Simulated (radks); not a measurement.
The numbers below are computed, except where a source is named.
Spherical quantum dot in the effective-mass picture: electrons in a hard-walled sphere of radius 1.5, with a point charge +1 (a donor) at the centre, all in effective atomic units (hartree* = m*/eps^2 hartree, bohr* = eps/m* bohr), one dielectric constant everywhere. Level of theory: non-relativistic Kohn-Sham, exchange-only LDA, spin-polarised, spherical densities (a radial shooting solver with Libxc functionals). Levels are named by radial order and angular momentum (1s, 1p, 1d, 2s, ...), and open shells are averaged over m. Results are scaled to m* = 0.606 and eps = 16, for which hartree* = 64.41 meV and bohr* = 1.397 nm.

N = 4, configuration 1s2 1p(up 2, down 0). This is the lowest configuration that the search found. Occupied and some empty levels:

level,occupation,eigenvalue (meV),<r> (nm)
1s up,1,267.95,1.018
1s down,1,284.24,1.010
1p up,2,423.42,1.246
1p down,0,442.03,1.246
1d up,0,607.86,1.364
1d down,0,626.76,1.365
2s up,0,661.81,1.030
2s down,0,674.56,1.034
1f up,0,828.93,1.444
1f down,0,847.59,1.445

Energy (meV): total 885.940, kinetic 865.83, external -382.72, Hartree 568.22, exchange-correlation -165.39.

Electron density:

r (nm),n(r) (e/nm^3)
0.0477,0.6376
0.153,0.5575
0.257,0.4966
0.362,0.4505
0.467,0.4152
0.572,0.3866
0.677,0.3615
0.782,0.3370
0.887,0.3110
0.992,0.2820
1.10,0.2496
1.20,0.2140
1.31,0.1762
1.41,0.1381
1.52,0.1014
1.62,0.06807
1.73,0.04071
1.83,0.02016
1.94,0.006941
2.04,0.0007610
